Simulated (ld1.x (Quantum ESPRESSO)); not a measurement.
## Building the RRKJ potential for dysprosium (PBE, non-relativistic).

```
Element                 : Dy
Generator               : ld1.x (Quantum ESPRESSO) 7.5
Type                    : norm-conserving RRKJ (Kleinman–Bylander form)
Functional              : PBE
Relativity              : non-relativistic
Frozen core             : [Kr] 4d10
Valence charge          : 20
Reference configuration : 4f10 5s2 5p6 5d1 6s1 6p0
Partial waves           : 5s (bound): rc 1.50 bohr; 5p (bound): rc 1.50 bohr; 4f (bound): rc 1.00 bohr; 5d (bound): rc 2.35 bohr
Local potential         : the d channel
Core correction         : a·sin(br)/r model core, default radius (core density twice the valence density)
```

Occupied shells without a wave of their own: 6s. They enter only through the test configuration that unscreens the potential, and ld1.x also counts them in the model core charge.

(1) Does this generation succeed?

Answers

(1) No. ld1.x (Quantum ESPRESSO) 7.5 stopped with "compute_phi: phi has nodes before r_c": the RRKJ expansion in Bessel functions gave a pseudo-wave with a node inside its radius. Before that it printed "This function has    1 nodes for 0 < r <    1.507".
